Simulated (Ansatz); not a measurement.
## Appearance energy of a fragment ion: Si4H10 → [SiH3]+ + SiH2(SiH2)(SiH3) + e⁻

Species: Si4H10 (tetrasilane) `[SiH3][SiH2][SiH2][SiH3]`, singlet; [SiH3]+ `[SiH3+]`, singlet; SiH2(SiH2)(SiH3), doublet. 

Shapes, held fixed at every level: PBE0-D4/def2-TZVP. Flexible molecules stand in one conformer, not always the lowest. Programs: Ansatz 0.2.0. Electronic energies: no zero-point or thermal term.

| level | kind | ΔE (eV) | less CCSD(T)/CBS estimate |
| --- | --- | --- | --- |
| MP2/def2-SVP | perturbation theory | +11.01 | -0.48 |
| MP2/def2-TZVPP | perturbation theory | +11.26 | -0.23 |
| BHLYP-D4/def2-TZVPP | global hybrid | +11.29 | -0.20 |
| B2PLYP/def2-TZVPP | double hybrid | +11.21 | -0.28 |
| CCSD(T)/def2-SVP | coupled cluster or CI | +11.05 | -0.44 |
| CCSD/def2-SVP | coupled cluster or CI | +10.98 | -0.51 |
| CCSD(T)/def2-TZVPP | coupled cluster or CI | +11.32 | -0.17 |
| CCSD(T)/CBS estimate | coupled cluster or CI | +11.49 | 0.00 |

The highest level, CCSD(T)/CBS estimate, gives ΔE = +11.49 eV; the levels span +10.98 to +11.49. The column of differences is taken from that level and isn't an error. No measured value is set beside it here. Open shells run unrestricted. The CBS estimate extrapolates MP2 from def2-TZVPP and def2-QZVPP and adds CCSD(T) − MP2 in the triple-zeta set, cores frozen. The onset seen in experiment also holds zero-point changes and kinetic shifts. CCSD(T)/CBS estimate lies outside the range of all other levels here, so it shouldn't be taken on trust.
